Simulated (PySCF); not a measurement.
PySCF job for CH₇Si₂, SMILES [SiH2]C[SiH3], multiplicity 2, TDA-LC-ωPBE/def2-SVPD. Coordinates come from a B3LYP-D3(BJ)/def2-SVP optimisation. The isomer is the one that the SMILES or the coordinates give; other isomers of the formula were not compared.

```python
import numpy as np
from pyscf import gto, scf, dft, tdscf

mol = gto.M(
    atom='''
    Si    1.61534146    0.35050238    0.06351239
    C     0.10303048   -0.70746835   -0.35924738
    Si   -1.56457302   -0.00359356    0.18234305
    H     2.89291300   -0.32232234   -0.33231037
    H     1.52920681    1.69447983   -0.58847227
    H     0.08176108   -0.85720023   -1.45528442
    H     0.23061896   -1.70491091    0.09560539
    H    -2.67895787   -0.89714523   -0.25190146
    H    -1.77370924    1.34495453   -0.42185612
    H    -1.61077390    0.13023099    1.66772741
    ''',
    basis='def2-SVPD',
    charge=0,
    spin=1,
    max_memory=1600,
    verbose=4,
)
mf = dft.UKS(mol, xc='lc_wpbe').density_fit(auxbasis='def2-universal-jkfit')
mf.grids.level = 3
mf.conv_tol = 1e-9
mf.max_cycle = 100
mf.kernel()
fine, coarse = mf.grids, dft.Grids(mol).set(level=1).build(with_non0tab=True)
for _ in range(3):  # follow internal instabilities
    mf.grids = coarse
    mo, _, stable, _ = mf.stability(return_status=True, nroots=4)
    mf.grids = fine
    if stable:
        break
    mf.kernel(mf.make_rdm1(mo, mf.mo_occ))
mf.grids = dft.Grids(mol).set(level=1).build(with_non0tab=True)  # coarser grid for the response kernel
td = tdscf.TDA(mf)
td.nstates = 10
td.conv_tol = 1e-4
td.kernel(x0=td.get_init_guess(mf, 15))
td.analyze()
```

It prints:

```
PySCF version 2.14.0

[INPUT] verbose = 4
[INPUT] num. atoms = 10
[INPUT] num. electrons = 41
[INPUT] charge = 0
[INPUT] spin (= nelec alpha-beta = 2S) = 1
[INPUT] symmetry False subgroup None
[INPUT] Mole.unit = angstrom
[INPUT] Symbol           X                Y                Z      unit          X                Y                Z       unit  Magmom
[INPUT]  1 Si     1.615341460000   0.350502380000   0.063512390000 AA    3.052552957055   0.662353504208   0.120021022617 Bohr   0.0
[INPUT]  2 C      0.103030480000  -0.707468350000  -0.359247380000 AA    0.194699389682  -1.336921423298  -0.678879159168 Bohr   0.0
[INPUT]  3 Si    -1.564573020000  -0.003593560000   0.182343050000 AA   -2.956614509684  -0.006790844212   0.344578425218 Bohr   0.0
[INPUT]  4 H      2.892913000000  -0.322322340000  -0.332310370000 AA    5.466813272194  -0.609100946429  -0.627975587653 Bohr   0.0
[INPUT]  5 H      1.529206810000   1.694479830000  -0.588472270000 AA    2.889782058720   3.202102802300  -1.112051422201 Bohr   0.0
[INPUT]  6 H      0.081761080000  -0.857200230000  -1.455284420000 AA    0.154506048849  -1.619873668614  -2.750088987147 Bohr   0.0
[INPUT]  7 H      0.230618960000  -1.704910910000   0.095605390000 AA    0.435806673532  -3.221814686683   0.180668003132 Bohr   0.0
[INPUT]  8 H     -2.678957870000  -0.897145230000  -0.251901460000 AA   -5.062496673548  -1.695358778660  -0.476024769778 Bohr   0.0
[INPUT]  9 H     -1.773709240000   1.344954530000  -0.421856120000 AA   -3.351824688210   2.541595711693  -0.797192530772 Bohr   0.0
[INPUT] 10 H     -1.610773900000   0.130230990000   1.667727410000 AA   -3.043921519598   0.246100904031   3.151548055330 Bohr   0.0

nuclear repulsion = 140.585452687652
number of shells = 56
number of NR pGTOs = 184
number of NR cGTOs = 124
basis = def2-SVPD
ecp = {}


[settings echo left out]
init E= -620.594881557168
  alpha nocc = 21  HOMO = -0.150378984028018  LUMO = 0.0266700775121671
  beta  nocc = 20  HOMO = -0.351102749998643  LUMO = -0.150378984028018

WARN: HOMO -0.150378984028018 >= LUMO -0.150378984028018

cycle= 1 E= -620.808342876387  delta_E= -0.213  |g|= 0.156  |ddm|= 2.17
  alpha nocc = 21  HOMO = -0.322052607468571  LUMO = 0.0718019477813838
  beta  nocc = 20  HOMO = -0.423152260387071  LUMO = -0.0191958621800943
  HOMO = -0.322052607469  LUMO = -0.0191958621801  gap/eV = 8.24115
cycle= 2 E= -620.828627210375  delta_E= -0.0203  |g|= 0.0591  |ddm|= 0.383
  alpha nocc = 21  HOMO = -0.317289636566442  LUMO = 0.0748887601760782
  beta  nocc = 20  HOMO = -0.428009056368111  LUMO = -0.00385389696254945
  HOMO = -0.317289636566  LUMO = -0.00385389696255  gap/eV = 8.52902
cycle= 3 E= -620.831166728397  delta_E= -0.00254  |g|= 0.0299  |ddm|= 0.152
  alpha nocc = 21  HOMO = -0.31674590865033  LUMO = 0.0777454361561589
  beta  nocc = 20  HOMO = -0.42030369980107  LUMO = 0.00298147605644328
  HOMO = -0.31674590865  LUMO = 0.00298147605644  gap/eV = 8.70023
cycle= 4 E= -620.83188144243  delta_E= -0.000715  |g|= 0.00702  |ddm|= 0.0795
  alpha nocc = 21  HOMO = -0.319399836433957  LUMO = 0.0771917156345387
  beta  nocc = 20  HOMO = -0.423164824103262  LUMO = 0.00232090624584202
  HOMO = -0.319399836434  LUMO = 0.00232090624584  gap/eV = 8.75447
cycle= 5 E= -620.83194748121  delta_E= -6.6e-05  |g|= 0.00212  |ddm|= 0.0246
  alpha nocc = 21  HOMO = -0.319648459947173  LUMO = 0.0772023507049973
  beta  nocc = 20  HOMO = -0.423209619025348  LUMO = 0.00264978517944758
  HOMO = -0.319648459947  LUMO = 0.00264978517945  gap/eV = 8.77018
cycle= 6 E= -620.831958610934  delta_E= -1.11e-05  |g|= 0.000725  |ddm|= 0.00969
  alpha nocc = 21  HOMO = -0.319736655447228  LUMO = 0.077225159654791
  beta  nocc = 20  HOMO = -0.42318073159571  LUMO = 0.00273233568838727
  HOMO = -0.319736655447  LUMO = 0.00273233568839  gap/eV = 8.77483
cycle= 7 E= -620.831959909618  delta_E= -1.3e-06  |g|= 0.000246  |ddm|= 0.00329
  alpha nocc = 21  HOMO = -0.31971476826512  LUMO = 0.0772370524411228
  beta  nocc = 20  HOMO = -0.423169844544657  LUMO = 0.0027695443686242
  HOMO = -0.319714768265  LUMO = 0.00276954436862  gap/eV = 8.77525
cycle= 8 E= -620.831960043337  delta_E= -1.34e-07  |g|= 6.45e-05  |ddm|= 0.00115
  alpha nocc = 21  HOMO = -0.319714639360167  LUMO = 0.0772348832691532
  beta  nocc = 20  HOMO = -0.423179116624181  LUMO = 0.00275586783715909
  HOMO = -0.31971463936  LUMO = 0.00275586783716  gap/eV = 8.77487
cycle= 9 E= -620.831960053645  delta_E= -1.03e-08  |g|= 1.55e-05  |ddm|= 0.000305
  alpha nocc = 21  HOMO = -0.319714154835569  LUMO = 0.0772359305012036
  beta  nocc = 20  HOMO = -0.423179218625152  LUMO = 0.00275575773472081
  HOMO = -0.319714154836  LUMO = 0.00275575773472  gap/eV = 8.77485
cycle= 10 E= -620.831960056625  delta_E= -2.98e-09  |g|= 6.01e-06  |ddm|= 8.34e-05
  alpha nocc = 21  HOMO = -0.31971374613242  LUMO = 0.0772358258612384
  beta  nocc = 20  HOMO = -0.42317992627606  LUMO = 0.00275639684689954
  HOMO = -0.319713746132  LUMO = 0.0027563968469  gap/eV = 8.77486
cycle= 11 E= -620.831960056717  delta_E= -9.25e-11  |g|= 2.29e-06  |ddm|= 3.37e-05
  alpha nocc = 21  HOMO = -0.319714193087616  LUMO = 0.0772358448409372
  beta  nocc = 20  HOMO = -0.423179958494122  LUMO = 0.00275606345488022
  HOMO = -0.319714193088  LUMO = 0.00275606345488  gap/eV = 8.77486
Extra cycle  E= -620.831960056725  delta_E= -7.84e-12  |g|= 1.25e-06  |ddm|= 8.48e-06
converged SCF energy = -620.831960056725  <S^2> = 0.75273744  2S+1 = 2.0027356
tot grids = 35312
uhf_internal: lowest eigs of H = [0.37019028 0.38393393 0.39611462 0.40602936]
<class 'pyscf.df.df_jk.DFUKS'> wavefunction is stable in the internal stability analysis
tot grids = 35312


******** <class 'pyscf.tdscf.uks.TDA'> for <class 'pyscf.df.df_jk.DFUKS'> ********
nstates = 10
deg_eia_thresh = 1.000e-03
wfnsym = None
conv_tol = 0.0001
eigh lindep = 1e-12
eigh level_shift = 0
eigh max_cycle = 100


Excitation energies (eV)
[5.28033035 5.4993488  5.61350162 5.7385423  6.05251886 6.61716413
 7.3366158  7.55900528 7.70052267 7.93258833]

** Excitation energies and oscillator strengths **
Excited State   1:      5.28033 eV    234.80 nm  f=0.0475
      21a ->   22a      0.72198
      21a ->   23a     -0.31290
      21a ->   25a     -0.19835
      21a ->   26a     -0.16771
      21a ->   27a     -0.29204
      21a ->   28a      0.20894
      21a ->   29a      0.22537
      20b ->   21b      0.24728
Excited State   2:      5.49935 eV    225.45 nm  f=0.0099
      21a ->   22a     -0.11485
      21a ->   23a      0.12670
      21a ->   25a     -0.21212
      21a ->   27a      0.12076
      16b ->   21b      0.26493
      17b ->   21b      0.33325
      19b ->   21b     -0.50987
      20b ->   21b      0.63218
Excited State   3:      5.61350 eV    220.87 nm  f=0.0148
      21a ->   22a      0.20072
      21a ->   23a      0.10043
      21a ->   24a     -0.13044
      21a ->   25a     -0.43314
      21a ->   30a      0.10884
      21a ->   31a     -0.13222
      16b ->   21b     -0.17790
      17b ->   21b      0.34509
      19b ->   21b     -0.38908
      20b ->   21b     -0.59924
Excited State   4:      5.73854 eV    216.06 nm  f=0.0324
      21a ->   23a     -0.31930
      21a ->   24a      0.21475
      21a ->   25a      0.62056
      21a ->   27a     -0.17147
      21a ->   30a     -0.13396
      21a ->   31a      0.18126
      17b ->   21b      0.32386
      19b ->   21b     -0.43856
      20b ->   21b     -0.12852
Excited State   5:      6.05252 eV    204.85 nm  f=0.0388
      21a ->   22a     -0.31300
      21a ->   23a     -0.46241
      21a ->   24a      0.65062
      21a ->   25a     -0.36917
      21a ->   27a      0.18668
      21a ->   28a      0.15584
      21a ->   30a      0.12295
Excited State   6:      6.61716 eV    187.37 nm  f=0.0683
      21a ->   22a      0.32425
      21a ->   25a      0.20931
      21a ->   26a      0.27092
      21a ->   27a      0.76567
      21a ->   28a      0.31760
      21a ->   32a     -0.17153
Excited State   7:      7.33662 eV    168.99 nm  f=0.0039
      16b ->   21b      0.50916
      17b ->   21b      0.59466
      18b ->   21b     -0.16698
      19b ->   21b      0.49350
      20b ->   21b     -0.13929
Excited State   8:      7.55901 eV    164.02 nm  f=0.0110
      21a ->   22a     -0.23890
      21a ->   23a     -0.28106
      21a ->   24a     -0.42917
      21a ->   25a     -0.11805
      21a ->   26a     -0.18015
      21a ->   27a      0.13943
      21a ->   28a      0.13194
      21a ->   29a      0.37069
      21a ->   30a     -0.11011
      21a ->   31a      0.26909
      21a ->   32a      0.38402
      21a ->   33a      0.21334
      21a ->   34a     -0.34262
      21a ->   36a     -0.10172
Excited State   9:      7.70052 eV    161.01 nm  f=0.0888
      21a ->   23a      0.28601
      21a ->   24a      0.23689
      21a ->   26a     -0.40329
      21a ->   27a      0.16965
      21a ->   28a      0.14881
      21a ->   29a      0.20458
      21a ->   30a     -0.44169
      21a ->   31a     -0.32150
      21a ->   33a      0.26539
      21a ->   34a      0.13816
      21a ->   35a      0.38638
Excited State  10:      7.93259 eV    156.30 nm  f=0.0010
      20a ->   22a     -0.20343
      15b ->   21b     -0.19092
      16b ->   21b      0.15654
      18b ->   21b      0.81384
      18b ->   22b     -0.14447
      18b ->   25b      0.13487
      18b ->   26b      0.10941
      20b ->   22b      0.21551

** Transition electric dipole moments (AU) **
state          X           Y           Z        Dip. S.      Osc.
  1         0.5037      0.2622     -0.2107      0.3668      0.0475
  2         0.0928     -0.2523      0.0297      0.0732      0.0099
  3         0.1916     -0.2640      0.0327      0.1075      0.0148
  4        -0.2869      0.3840     -0.0303      0.2307      0.0324
  5         0.1892     -0.0374      0.4741      0.2620      0.0388
  6         0.0390     -0.1182     -0.6371      0.4213      0.0683
  7         0.1372      0.0513     -0.0183      0.0218      0.0039
  8         0.1345     -0.1537     -0.1324      0.0592      0.0110
  9         0.5787      0.3262      0.1712      0.4705      0.0888
 10        -0.0094     -0.0033      0.0695      0.0049      0.0010

** Transition velocity dipole moments (imaginary part, AU) **
state          X           Y           Z        Dip. S.      Osc.
  1         0.0868      0.0387     -0.0255      0.0097      0.0333
  2         0.0139     -0.0312     -0.0044      0.0012      0.0039
  3         0.0187     -0.0347      0.0104      0.0017      0.0054
  4        -0.0447      0.0477      0.0156      0.0045      0.0143
  5         0.0398      0.0080      0.1482      0.0236      0.0707
  6        -0.0001     -0.0175     -0.1165      0.0139      0.0380
  7         0.0246      0.0121     -0.0135      0.0009      0.0023
  8         0.0292     -0.0339     -0.0361      0.0033      0.0079
  9         0.1504      0.0745      0.0306      0.0291      0.0685
 10        -0.0039      0.0040      0.0252      0.0007      0.0015

** Transition magnetic dipole moments (imaginary part, AU) **
state          X           Y           Z
  1         0.5323     -0.9863      0.0050
  2        -0.7097     -0.5702      0.2994
  3        -0.6911     -0.0171      0.2782
  4         0.0650      0.2831     -0.4159
  5        -0.2148      0.3809      0.0753
  6         0.1772     -0.7754      0.1508
  7        -0.1986      0.0783     -0.2289
  8        -0.1199     -0.2973      0.4797
  9         0.1723     -0.2370     -0.1519
 10         0.1305     -0.4270      0.1210
```

The calculation finished and met its thresholds.

Cost: about 4 core-minutes (a rough figure).
